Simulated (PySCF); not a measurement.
Molfile (atoms numbered from 1):
```
C5H10O3
     RDKit          3D

 18 18  0  0  0  0  0  0  0  0999 V2000
    2.6644   -0.5143    0.1234 C   0  0  0  0  0  0  0  0  0  0  0  0
    2.0840   -0.2355   -1.1320 O   0  0  0  0  0  0  0  0  0  0  0  0
    0.7100   -0.4943   -1.1928 C   0  0  0  0  0  0  0  0  0  0  0  0
   -0.1434    0.5249   -0.4086 C   0  0  0  0  0  0  0  0  0  0  0  0
   -0.2562    0.2136    0.9642 O   0  0  0  0  0  0  0  0  0  0  0  0
   -1.5843   -0.1986    1.2079 C   0  0  0  0  0  0  0  0  0  0  0  0
   -2.3640    0.5206    0.1067 C   0  0  0  0  0  0  0  0  0  0  0  0
   -1.4386    0.5449   -0.9597 O   0  0  0  0  0  0  0  0  0  0  0  0
    3.7240   -0.2887    0.0234 H   0  0  0  0  0  0  0  0  0  0  0  0
    2.5379   -1.5719    0.3841 H   0  0  0  0  0  0  0  0  0  0  0  0
    2.2258    0.0980    0.9161 H   0  0  0  0  0  0  0  0  0  0  0  0
    0.4265   -0.4155   -2.2444 H   0  0  0  0  0  0  0  0  0  0  0  0
    0.4813   -1.5056   -0.8251 H   0  0  0  0  0  0  0  0  0  0  0  0
    0.3351    1.5179   -0.4858 H   0  0  0  0  0  0  0  0  0  0  0  0
   -1.6748   -1.2885    1.1066 H   0  0  0  0  0  0  0  0  0  0  0  0
   -1.8568    0.1048    2.2180 H   0  0  0  0  0  0  0  0  0  0  0  0
   -2.6236    1.5432    0.4120 H   0  0  0  0  0  0  0  0  0  0  0  0
   -3.2561   -0.0087   -0.2256 H   0  0  0  0  0  0  0  0  0  0  0  0
  1  2  1  0
  2  3  1  0
  3  4  1  0
  4  5  1  0
  5  6  1  0
  6  7  1  0
  7  8  1  0
  8  4  1  0
  1  9  1  0
  1 10  1  0
  1 11  1  0
  3 12  1  0
  3 13  1  0
  4 14  1  0
  6 15  1  0
  6 16  1  0
  7 17  1  0
  7 18  1  0
M  END
```

Geometry: GFN2-xTB; GIAO shifts from PySCF, gas phase, non-relativistic, averaged over equivalent atoms.

At BHandHLYP/ANO-RCC-VDZP (162 basis functions, 66 s wall time on 1 thread of an Arm Neoverse V1, shared host):
```csv
atoms,δ (ppm)
C4,109.8
C3,76.4
C6/C7,65.0
C1,56.9
O5/O8,63.0
O2,8.6
H14,5.22
H16/H17,3.85
H15/H18,3.84
H9/H10/H11,3.46
H12/H13,3.33
```

δ = σ(ref) − σ, references computed at the same level: TMS for ¹³C (σ = 190.00 ppm) and ¹H (σ = 31.94 ppm); ¹⁷O (σ = 334.29 ppm) vs H2O.

Question: Predict the values at HF/pcSseg-1 on the same geometry.

Answer: 
```csv
atoms,δ at HF/pcSseg-1,change
C4,100.3,-9.5
C3,71.3,-5.1
C6/C7,61.4,-3.6
C1,55.2,-1.7
O5/O8,43.5,-19.5
O2,-8.5,-17.1
H14,5.02,-0.20
H16/H17,3.74,-0.11
H15/H18,3.70,-0.14
H9/H10/H11,3.42,-0.04
H12/H13,3.27,-0.06
```

Scale: ¹³C (193.38 ppm), ¹H (32.15 ppm) against TMS; H2O for ¹⁷O (334.68 ppm) (reference shieldings calculated alike).

The largest change is at O5/O8 (ether oxygen). Cost: 186 basis functions, 12 s wall time on 1 thread of an Arm Neoverse V1, shared host. The order of the carbon signals is the same at both levels.

Experimental scales use liquid or dissolved standards, which lie at an offset from isolated H2O (liquid H2O: subtract about 36 ppm).
